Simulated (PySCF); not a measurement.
C5H14NPSi2.
Atom-mapped SMILES: `[CH2:1]=[C:2]([CH3:3])[Si@@H:4]([PH2:5])/[CH:6]=[CH:7]\[SiH2:8][NH2:9]` (hydrogens: H10, H11 on C1; H12, H13, H14 on C3; H15 on Si4; H16, H17 on P5; H18 on C6; H19 on C7; H20, H21 on Si8; H22, H23 on N9)

Cartesian coordinates in Å at the GFN2-xTB level; atoms count from 1:
```
atom  x, y, z in Å
C1     1.6517   -1.4687    1.0992
C2     1.5038   -0.3139    0.4651
C3     1.9700    0.9786    1.0556
Si4    0.7046   -0.2118   -1.2512
P5    -0.4010   -2.1494   -1.6005
C6    -0.4224    1.2908   -1.4640
C7    -1.4374    1.6788   -0.6925
Si8   -2.1314    0.8519    0.8651
N9    -1.7784   -0.8052    1.1526
H10    2.1207   -1.5428    2.0697
H11    1.3059   -2.3974    0.6688
H12    1.1177    1.6382    1.2120
H13    2.6494    1.4806    0.3690
H14    2.4770    0.8241    2.0060
H15    1.7870   -0.0382   -2.2468
H16    0.4525   -2.6018   -2.5906
H17   -1.2682   -1.6058   -2.5327
H18   -0.1823    1.8940   -2.3367
H19   -1.9587    2.5868   -0.9873
H20   -1.6027    1.5716    2.0294
H21   -3.5919    0.9261    0.7574
H22   -2.1167   -1.4967    0.5006
H23   -0.8539   -1.0626    1.4619
```

Mulliken charges (e) from the PBE0/pcSseg-1 density (PySCF), one withheld:

| atom | bonded to | charge |
| --- | --- | --- |
| C1 | C2 H10 H11 | -0.0994 |
| C2 | C1 C3 Si4 | -0.6241 |
| C3 | C2 H12 H13 H14 | -0.1711 |
| Si4 | C2 P5 C6 H15 | +0.6474 |
| P5 | Si4 H16 H17 | ? |
| C6 | Si4 C7 H18 | -0.4209 |
| C7 | C6 Si8 H19 | -0.3955 |
| Si8 | C7 N9 H20 H21 | +0.7608 |
| N9 | Si8 H22 H23 | -0.6300 |
| H10 | C1 | +0.1097 |
| H11 | C1 | +0.1325 |
| H12 | C3 | +0.1398 |
| H13 | C3 | +0.1300 |
| H14 | C3 | +0.1141 |
| H15 | Si4 | -0.0420 |
| H16 | P5 | +0.0714 |
| H17 | P5 | +0.0747 |
| H18 | C6 | +0.1266 |
| H19 | C7 | +0.1243 |
| H20 | Si8 | -0.0926 |
| H21 | Si8 | -0.1032 |
| H22 | N9 | +0.2154 |
| H23 | N9 | +0.2159 |

Q: What is the charge on P5?

A: The charges add up to the total charge, 0. The others sum to +0.2838, which leaves -0.2838 e for P5 (three-coordinate phosphorus); the computed value is -0.2836, the difference coming from rounding.

Q: Add each hydrogen's charge to the atom that carries it.

A: C1 +0.1428, C3 +0.2128, Si4 +0.6054, P5 -0.1375, C6 -0.2943, C7 -0.2712, Si8 +0.5650, N9 -0.1987. Atoms without hydrogen keep their charges.

Q: Across which bond do the charges differ most?

A: Si8–N9: +0.7608 on Si8 against -0.6300 on N9, a difference of 1.3908 e. The lower charge is on the more electronegative element of the two (Pauling values: N 3.04, Si 1.90).

Q: Take the bonds between elements whose Pauling electronegativities differ by more than 0.25. In how many does the more electronegative atom carry the lower charge?

A: In 17 of 17.

Q: How much positive and how much negative charge does this set hold in all?

A: +2.8626 e on 13 atoms and -2.8624 e on 10.

The Mulliken scheme gives each basis function's population to the atom it is centred on and halves the overlap population of two atoms between them. One conformer (not necessarily the lowest) at the GFN2-xTB geometry, without solvent, vibrations or thermal averaging.

The run behind these numbers computed NMR shieldings as well. Hardware: one thread, Arm Neoverse V1 (aarch64) (shared host). Cost: 62 s, 1.1 GiB resident at most.
